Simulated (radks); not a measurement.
Results of a calculation; reference values are marked as such.
Question: Ionisation of the silicon ion Si+, [Ne] 3s2 3p1, to Si2+, [Ne] 3s2, under several functionals. Scalar-relativistic Kohn-Sham, spin-polarised, spherical densities, point nucleus; open shells are filled with parallel spins first; a radial shooting solver on a logarithmic mesh with Libxc functionals. The NIST Atomic Spectra Database gives 16.346 eV (measured). Rank these functionals by the error of their Delta-SCF ionisation energy: XLYP; SOGGA; LDA (Slater exchange, Perdew-Wang correlation); LDA (Slater exchange, VWN5 correlation); OLYP.

Answer: From best to worst: LDA (Slater exchange, VWN5 correlation) 16.333 eV (-0.013); LDA (Slater exchange, Perdew-Wang correlation) 16.328 eV (-0.018); SOGGA 16.154 eV (-0.192); XLYP 16.143 eV (-0.203); OLYP 16.137 eV (-0.209). Open shells are spherical and high-spin; term and fine-structure splittings are not resolved.
